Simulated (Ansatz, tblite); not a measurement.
Forces on the cluster Sn2O6H4 at its r2SCAN-D4/def2-SVP geometry. The state is a singlet with charge 0.

In the def2 sets Sn takes a core potential; there is no spin–orbit coupling. The xTB rows come from tblite. The structure holds 2 bonds between oxygen atoms, so isomers without such links may lie far lower. Another isomer (singlet) lies 0.46 eV lower at PBE0-D4/def2-TZVP; other spin states weren't run for this one.

GFN1-xTB (tblite), largest force 1.82 eV/Å:

```xyz
12
positions Å, forces eV/Å
Sn   -0.299    0.043    1.999   -0.034   -0.085   -0.648
Sn   -1.601    2.292    0.008    0.377   -0.169   -0.154
O    -1.660    0.755   -1.380   -1.046   -0.533    0.161
O     0.431    1.077    0.211   -0.164   -0.345   -0.685
O     0.562   -1.829    0.172    1.706    0.467    0.408
O     1.945   -1.398    0.457   -1.481   -0.080   -0.743
O    -1.982    0.979    1.560    0.122   -0.211    0.435
O     2.343   -0.514   -0.540   -0.163   -0.666    0.697
H    -2.233    0.046   -1.049    0.517    0.477   -0.513
H    -0.028    0.589   -0.527    0.583    0.641    0.947
H     1.841    0.318   -0.272   -0.293    0.310   -0.057
H     0.680   -2.359   -0.639   -0.126    0.194    0.153
```

GFN2-xTB (tblite), largest force 1.64 eV/Å:

```
Sn -0.025 -0.383 0.821
Sn -0.566 1.081 -0.575
O -0.760 -0.501 -0.115
O 0.439 -0.260 -0.784
O 1.637 0.023 -0.046
O -1.142 -0.014 -0.950
O -0.133 -0.385 0.490
O -0.303 -0.506 0.938
H 0.257 0.366 -0.328
H 0.644 0.422 0.579
H 0.114 0.078 -0.268
H -0.162 0.078 0.239
```

PBE-D4/def2-TZVP (Ansatz), largest force 0.58 eV/Å:

```
Sn -0.052 0.051 0.115
Sn -0.098 0.049 -0.023
O 0.014 0.131 -0.236
O 0.252 0.210 0.125
O -0.392 -0.194 0.113
O 0.265 -0.237 0.325
O -0.099 0.011 0.154
O 0.443 0.041 -0.378
H -0.120 -0.127 0.058
H -0.106 -0.043 -0.114
H -0.116 0.267 0.055
H 0.009 -0.158 -0.194
```
